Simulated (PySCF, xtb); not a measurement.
H2MgSSe, SMILES [SH][Mg][SeH]. The values are those of a single conformer.

Harmonic wavenumbers (cm⁻¹) from GFN2-xTB (xtb) at its own minimum, in rising order: 40, 64, 78, 233, 393, 401, 470, 2046, 2434.

What does PBE0-D3(BJ)/def2-TZVP (PySCF 2.14.0) give at its own minimum? (The exact figures need the calculation; the answer reports its results.)

89, 89, 97, 232, 479, 513, 546, 2425, 2698. Paired by order, the mean absolute difference is 113 cm⁻¹ and the zero-point energies are 8.8 and 10.2 kcal/mol.
